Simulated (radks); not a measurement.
Values are calculated unless marked as measured or tabulated.
Problem. The mean radii <r> (bohr) of the occupied orbitals of an atom or ion are listed with their occupations. Level of theory: scalar-relativistic Kohn-Sham, PBE, spin-polarised, spherical densities, finite nucleus; Fermi nuclear charge, rms radius of each element as measured or else 0.836 A^(1/3) + 0.57 fm (a radial shooting solver on a logarithmic mesh with Libxc functionals).

| orbital | occ. | <r> |
|---|---|---|
| 1s up | 1 | 0.04073 |

Name the element and its charge. Open shells, if any, are filled with parallel spins first.

Solution. Z = 36, krypton, charge +35: Kr35+ in 1s1. The 1s radius gives Z: for a bare nucleus <r> = (2 gamma + 1)/(2Z) with gamma = sqrt(1 - (Z/c)^2), 0.04069 bohr for Z = 36, and the self-interaction of the functional makes it slightly larger (0.04073 here). The occupations add up to 1, and the charge is Z minus that.
